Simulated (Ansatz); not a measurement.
Total energies of `[CH3][Ge]([CH3])([CH3])[OH]`.

Z-matrix (Å, degrees):
```
C
Ge 1 1.953
H 1 1.091 2 110.1
H 1 1.092 2 110.8 3 -120.1
H 1 1.092 2 110.6 3 120.0
C 2 1.953 1 110.9 3 176.5
C 2 1.942 1 112.4 3 -56.8
O 2 1.796 1 108.8 3 56.8
H 6 1.091 2 110.1 1 -176.5
H 6 1.092 2 110.8 1 -56.4
H 6 1.092 2 110.6 1 63.5
H 7 1.092 2 110.8 1 -63.1
H 7 1.091 2 110.0 1 176.7
H 7 1.091 2 110.0 1 57.1
H 8 0.959 2 112.9 1 60.4
```

The species carries charge 0 and has multiplicity 1. Correlated methods include outer-core shells of Ge, which these sets cover unevenly. Scalar relativity is left out up to krypton. The structure was optimised at the PBE0-D4/def2-TZVP level. It is one conformer, not always the lowest. Basis def2-TZVPP, Ansatz 0.2.0.

RPA on PBE orbitals: Hartree–Fock energy of these orbitals -2269.72367 Eh, correlation -1.69234 Eh (frozen core).

| functional | energy without D4 (Eh) | D4 term (kJ/mol) |
| --- | --- | --- |
| ωB97X-V | -2272.45289 | – |
| ωB97M-V | -2272.48103 | – |

Question: Give the same for LDA (SPW92), PBE, revPBE, BLYP, r2SCAN, B97M-V, PBE0, B3LYP, r2SCANh, r2SCAN0, HSE06 (plane-wave form), BHLYP, CAM-B3LYP, LC-ωPBE, B2PLYP, PBE-QIDH. (Best estimate.)

Answer: Computed: 
```tsv
functional	energy without D4 (Eh)	D4 term (kJ/mol)
LDA (SPW92)	-2267.83798	–
PBE	-2272.12400	-28.6
revPBE	-2272.47226	-83.2
BLYP	-2272.65889	-61.4
r2SCAN	-2272.57824	-7.5
B97M-V	-2272.29222	–
PBE0	-2272.20607	-24.4
B3LYP	-2272.75635	-45.6
r2SCANh	-2272.56228	-7.9
r2SCAN0	-2272.53985	-8.7
HSE06 (plane-wave form)	-2272.19520	-22.8
BHLYP	-2272.56232	-34.9
CAM-B3LYP	-2272.72421	-24.8
LC-ωPBE	-2272.31840	–
B2PLYP	-2272.16566	–
PBE-QIDH	-2271.86034	–
```

B3LYP takes the VWN-RPA correlation (the form of Gaussian; ORCA's B3LYP/G). HSE06 is the plane-wave form, built on full-range PBE exchange. The double hybrids freeze the cores in their second-order part.

LC-ωPBE has ω = 0.4 bohr⁻¹.
